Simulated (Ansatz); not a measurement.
Cost and result for the atomization energy of CH8AlSbSi, SMILES `C[SiH]([AlH2])[SbH2]` (12 atoms, 11 bonds).

```
atom   x (Å)   y (Å)   z (Å)
  C1   0.414  -0.452  -1.935
 Si2  -0.695  -0.430  -0.414
 Al3   0.056  -0.750   1.850
 Sb4  -0.767   2.003   0.577
  H5   0.035   0.198  -2.725
  H6   1.424  -0.132  -1.672
  H7   0.472  -1.469  -2.330
  H8  -2.108  -0.724  -0.787
  H9   1.613  -0.683   2.154
 H10  -1.038  -1.064   2.957
 H11  -0.293   1.301   2.127
 H12   0.888   2.205   0.198
```

Total charge 0; spin multiplicity 1. Correlated methods include outer-core shells of Sb, which these sets cover unevenly. Sb: def2 effective core potential. Geometry: relaxed with PBE0-D4/def2-TZVP. Program: Ansatz. All runs use 4 threads of a server CPU on a shared host. Times are those of one run each, without the atoms' runs, and a repeat can differ threefold. Electronic energies, without spin–orbit coupling; frozen cores. CCSD(T)/CBS adds CCSD(T) − MP2 in def2-TZVPP to the MP2 limit, and its time is that of the two runs behind it. T1 = 0.014. With those shells the extrapolation isn't a true limit. B3LYP takes the VWN-RPA correlation (the form of Gaussian; ORCA's B3LYP/G).

CCSD(T)/CBS is a level of theory with its own doubt, some kJ/mol a heavy atom from the limit and from the frozen cores, so smaller differences don't rank the functionals.

| level | functions | wall time |
| --- | --- | --- |
| LDA (SPW92)/def2-TZVPP | 277 | 2.3 s |
| revPBE-D4/def2-TZVPP | 277 | 3.3 s |
| BLYP-D4/def2-TZVPP | 277 | 3.5 s |
| PBE0-D4/def2-TZVPP | 277 | 5 s |
| BHLYP-D4/def2-TZVPP | 277 | 5.5 s |
| CAM-B3LYP-D4/def2-TZVPP | 277 | 6 s |
| CCSD(T)/def2-SVP | 116 | 6.5 s |
| PBE-QIDH/def2-TZVPP | 277 | 7.5 s |
| B3LYP-D4/def2-TZVPP (with forces) | 277 | 8 s |
| B97M-V/def2-TZVPP | 277 | 11 s |
| MP2/def2-QZVPP | 519 | 29 s |
| CCSD(T)/def2-TZVPP | 277 | 3.1 min |
| CCSD(T)/CBS(def2) | – | 3.6 min |

What atomization energy does each give, and how far from CCSD(T)/CBS? (Estimate.)

Computed: 
```
                            level  atomization (kcal/mol)  difference from CCSD(T)/CBS  per bond
           LDA (SPW92)/def2-TZVPP                   927.7                         98.6       9.0
             revPBE-D4/def2-TZVPP                   813.7                        -15.4      -1.4
               BLYP-D4/def2-TZVPP                   820.6                         -8.5      -0.8
               PBE0-D4/def2-TZVPP                   821.5                         -7.6      -0.7
              BHLYP-D4/def2-TZVPP                   814.7                        -14.4      -1.3
          CAM-B3LYP-D4/def2-TZVPP                   827.2                         -1.9      -0.2
                 CCSD(T)/def2-SVP                   769.0                        -60.1      -5.5
              PBE-QIDH/def2-TZVPP                   814.4                        -14.7      -1.3
B3LYP-D4/def2-TZVPP (with forces)                   827.7                         -1.4      -0.1
                B97M-V/def2-TZVPP                   841.2                         12.1       1.1
                   MP2/def2-QZVPP                   809.5                        -19.6      -1.8
               CCSD(T)/def2-TZVPP                   805.9                        -23.2      -2.1
                CCSD(T)/CBS(def2)                   829.1                          0.0       0.0
```

From BLYP to BHLYP (50 % exact exchange), in def2-TZVPP and without D4, the atomization energy moves by −1.1 kcal/mol: exact exchange takes away binding that semilocal exchange gives to molecules. In def2-TZVPP, CCSD(T) changes the Hartree–Fock value by +204.6 kcal/mol (the triples alone add +10.7 kcal/mol) and MP2 by +194.5 kcal/mol; breaking electron pairs costs correlation energy, which Hartree–Fock lacks. At CCSD(T), def2-SVP lies −60.1 kcal/mol from the extrapolated value and def2-TZVPP −23.2 kcal/mol: correlation converges slowly with the basis, and small sets miss more of it in the bonded molecule than in its fragments.
